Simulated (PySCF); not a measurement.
Harmonic spectrum computed at B3LYP in the def2-TZVP basis family (core potentials from Rb on, PySCF, no spin–orbit coupling):

```
ω (cm⁻¹)  IR (km/mol)
     623         96.6
    1721          146
    1813          225
```

Q: Which molecule gave it? In each, all ligands are bound to the one heavy central atom.
A. H₂O (singlet)
B. SiH₂ (singlet)
C. MgH₂ (singlet)
D. TiH₂ (triplet)
E. NbH₂ (quartet)

A: E. It has C2v symmetry with Nb–H 1.788 Å (×2).
